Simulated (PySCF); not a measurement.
As$_{4}$, charge +1, doublet, geometry from GFN2-xTB (a state made from the parent by changing its charge; the spin is typed, not shown lowest); HF/cc-pVDZ (PySCF).

PySCF was given this input:
```python
from pyscf import gto, scf

mol = gto.M(
    atom='''
As   -0.914083    0.117576   -1.174412
As    0.564481    1.369643    0.184531
As    0.919529   -1.125340   -0.341599
As   -0.569928   -0.361880    1.331480
''',
    basis='cc-pvdz',
    charge=1,
    spin=1,
    verbose=4,
)

mf = scf.UHF(mol)
mf.kernel()
mf.analyze()
```

### Question
Predict the main parts of the log of this PySCF run.

### Answer

```
PySCF version 2.14.0

[INPUT] verbose = 4
[INPUT] num. atoms = 4
[INPUT] num. electrons = 131
[INPUT] charge = 1
[INPUT] spin (= nelec alpha-beta = 2S) = 1
[INPUT] symmetry False subgroup None
[INPUT] Mole.unit = angstrom
[INPUT] Symbol           X                Y                Z      unit          X                Y                Z       unit  Magmom
[...]
nuclear repulsion = 1421.71946725042
number of shells = 24
number of NR pGTOs = 308
number of NR cGTOs = 108
basis = cc-pvdz
ecp = {}

******** <class 'pyscf.scf.uhf.UHF'> ********
method = UHF
initial guess = minao
damping factor = 0
level_shift factor = 0
DIIS = <class 'pyscf.scf.diis.CDIIS'>
diis_start_cycle = 1
diis_space = 8
diis_damp = 0
SCF conv_tol = 1e-09
SCF conv_tol_grad = None
SCF max_cycles = 50
direct_scf = True
direct_scf_tol = 1e-13
number electrons alpha = 66  beta = 65
Set gradient conv threshold to 3.16228e-05
init E= -8934.65718148139

cycle= 1 E= -8936.41669041932  delta_E= -1.76  |g|= 0.246  |ddm|= 1.64
cycle= 2 E= -8936.46322613162  delta_E= -0.0465  |g|= 0.125  |ddm|= 0.444
cycle= 3 E= -8936.47419130607  delta_E= -0.011  |g|= 0.0257  |ddm|= 0.126
cycle= 4 E= -8936.47583763872  delta_E= -0.00165  |g|= 0.00933  |ddm|= 0.0692
cycle= 5 E= -8936.47616540217  delta_E= -0.000328  |g|= 0.00388  |ddm|= 0.0362
cycle= 6 E= -8936.4762369473  delta_E= -7.15e-05  |g|= 0.00182  |ddm|= 0.0186
cycle= 7 E= -8936.47625532928  delta_E= -1.84e-05  |g|= 0.000817  |ddm|= 0.00991
cycle= 8 E= -8936.47625951419  delta_E= -4.18e-06  |g|= 0.000266  |ddm|= 0.00547
cycle= 9 E= -8936.4762598863  delta_E= -3.72e-07  |g|= 0.000122  |ddm|= 0.00122
cycle= 10 E= -8936.47625996655  delta_E= -8.02e-08  |g|= 3.85e-05  |ddm|= 0.000638
cycle= 11 E= -8936.47625997362  delta_E= -7.08e-09  |g|= 7.85e-06  |ddm|= 0.000223
cycle= 12 E= -8936.47625997379  delta_E= -1.64e-10  |g|= 2.3e-06  |ddm|= 2.91e-05
Extra cycle  E= -8936.4762599738  delta_E= -1.82e-11  |g|= 1.39e-06  |ddm|= 4.53e-06
converged SCF energy = -8936.4762599738  <S^2> = 0.79973514  2S+1 = 2.0491317
**** SCF Summaries ****
Total Energy =                       -8936.476259973804190
Nuclear Repulsion Energy =            1421.719467250416756
One-electron Energy =               -15268.497415000925685
Two-electron Energy =                 4910.301687776704966
Two-electron Coulomb Energy =         5235.851970235966292
DFT Exchange-Correlation Energy =     -325.550282459261325
**** MO energy ****
                             alpha | beta                alpha | beta
[...]
To work with the spin densities directly, `use mulliken_meta_spin()` only printing them here.

 ** Mulliken spin pop alpha/beta on meta-lowdin orthogonal AOs **
 ** Mulliken Spin Density (per AO)  **
spin_pop of  0 As 1s        0.00000
spin_pop of  0 As 2s        0.00000
spin_pop of  0 As 3s        0.00001
spin_pop of  0 As 4s        0.01034
spin_pop of  0 As 5s        0.00031
spin_pop of  0 As 2px       0.00000
spin_pop of  0 As 2py      -0.00000
spin_pop of  0 As 2pz       0.00000
spin_pop of  0 As 3px       0.00001
spin_pop of  0 As 3py      -0.00000
spin_pop of  0 As 3pz       0.00000
spin_pop of  0 As 4px       0.21171
spin_pop of  0 As 4py      -0.01335
spin_pop of  0 As 4pz       0.03645
spin_pop of  0 As 5px       0.00098
spin_pop of  0 As 5py      -0.00005
spin_pop of  0 As 5pz       0.00012
spin_pop of  0 As 3dxy      0.00001
spin_pop of  0 As 3dyz      0.00000
spin_pop of  0 As 3dz^2     0.00000
spin_pop of  0 As 3dxz      0.00001
spin_pop of  0 As 3dx2-y2    0.00001
spin_pop of  0 As 4dxy      0.00066
spin_pop of  0 As 4dyz      0.00012
spin_pop of  0 As 4dz^2     0.00266
spin_pop of  0 As 4dxz      0.00161
spin_pop of  0 As 4dx2-y2   -0.00160
spin_pop of  1 As 1s        0.00000
spin_pop of  1 As 2s        0.00000
spin_pop of  1 As 3s        0.00001
spin_pop of  1 As 4s        0.01034
spin_pop of  1 As 5s        0.00031
spin_pop of  1 As 2px       0.00000
spin_pop of  1 As 2py      -0.00000
spin_pop of  1 As 2pz      -0.00000
spin_pop of  1 As 3px       0.00001
spin_pop of  1 As 3py      -0.00000
spin_pop of  1 As 3pz      -0.00000
spin_pop of  1 As 4px       0.28158
spin_pop of  1 As 4py      -0.02701
spin_pop of  1 As 4pz      -0.01977
spin_pop of  1 As 5px       0.00107
spin_pop of  1 As 5py       0.00005
spin_pop of  1 As 5pz      -0.00007
spin_pop of  1 As 3dxy      0.00001
spin_pop of  1 As 3dyz     -0.00000
spin_pop of  1 As 3dz^2     0.00000
spin_pop of  1 As 3dxz      0.00001
spin_pop of  1 As 3dx2-y2    0.00001
spin_pop of  1 As 4dxy      0.00231
spin_pop of  1 As 4dyz      0.00001
spin_pop of  1 As 4dz^2     0.00112
spin_pop of  1 As 4dxz      0.00090
spin_pop of  1 As 4dx2-y2   -0.00088
spin_pop of  2 As 1s        0.00000
spin_pop of  2 As 2s        0.00000
spin_pop of  2 As 3s        0.00001
spin_pop of  2 As 4s        0.01034
spin_pop of  2 As 5s        0.00031
spin_pop of  2 As 2px       0.00000
spin_pop of  2 As 2py       0.00000
spin_pop of  2 As 2pz      -0.00000
spin_pop of  2 As 3px       0.00001
spin_pop of  2 As 3py       0.00000
spin_pop of  2 As 3pz      -0.00000
spin_pop of  2 As 4px       0.21066
spin_pop of  2 As 4py       0.05504
spin_pop of  2 As 4pz      -0.03090
spin_pop of  2 As 5px       0.00098
spin_pop of  2 As 5py       0.00015
spin_pop of  2 As 5pz      -0.00009
spin_pop of  2 As 3dxy      0.00001
spin_pop of  2 As 3dyz      0.00000
spin_pop of  2 As 3dz^2     0.00000
spin_pop of  2 As 3dxz      0.00001
spin_pop of  2 As 3dx2-y2    0.00001
spin_pop of  2 As 4dxy      0.00159
spin_pop of  2 As 4dyz     -0.00031
spin_pop of  2 As 4dz^2     0.00140
spin_pop of  2 As 4dxz      0.00067
spin_pop of  2 As 4dx2-y2    0.00010
spin_pop of  3 As 1s        0.00000
spin_pop of  3 As 2s        0.00000
spin_pop of  3 As 3s        0.00001
spin_pop of  3 As 4s        0.01034
spin_pop of  3 As 5s        0.00031
spin_pop of  3 As 2px       0.00000
spin_pop of  3 As 2py      -0.00000
spin_pop of  3 As 2pz      -0.00000
spin_pop of  3 As 3px       0.00001
spin_pop of  3 As 3py      -0.00000
spin_pop of  3 As 3pz      -0.00000
spin_pop of  3 As 4px       0.28045
spin_pop of  3 As 4py      -0.02911
spin_pop of  3 As 4pz      -0.01653
spin_pop of  3 As 5px       0.00107
spin_pop of  3 As 5py      -0.00007
spin_pop of  3 As 5pz       0.00005
spin_pop of  3 As 3dxy      0.00001
spin_pop of  3 As 3dyz      0.00000
spin_pop of  3 As 3dz^2     0.00000
spin_pop of  3 As 3dxz      0.00001
spin_pop of  3 As 3dx2-y2    0.00001
spin_pop of  3 As 4dxy      0.00040
spin_pop of  3 As 4dyz     -0.00039
spin_pop of  3 As 4dz^2     0.00156
spin_pop of  3 As 4dxz      0.00279
spin_pop of  3 As 4dx2-y2   -0.00092
 ** Mulliken Spin Density (per atom)  **
spin density of  0 As =      0.25000
spin density of  1 As =      0.25000
spin density of  2 As =      0.25000
spin density of  3 As =      0.25000
 ** Mulliken pop alpha/beta on meta-lowdin orthogonal AOs **
 ** Mulliken pop       alpha | beta **
In total            66.00000 | 65.00000
 ** Mulliken atomic charges   ( Nelec_alpha | Nelec_beta ) **
charge of  0As =      0.25000  (    16.50000     16.25000 )
charge of  1As =      0.25000  (    16.50000     16.25000 )
charge of  2As =      0.25000  (    16.50000     16.25000 )
charge of  3As =      0.25000  (    16.50000     16.25000 )

WARN: System has nonzero charge 1; the dipole moment is origin-dependent.
Location of origin: [0. 0. 0.]

Dipole moment(X, Y, Z, Debye): -0.00001, -0.00000,  0.00001
```
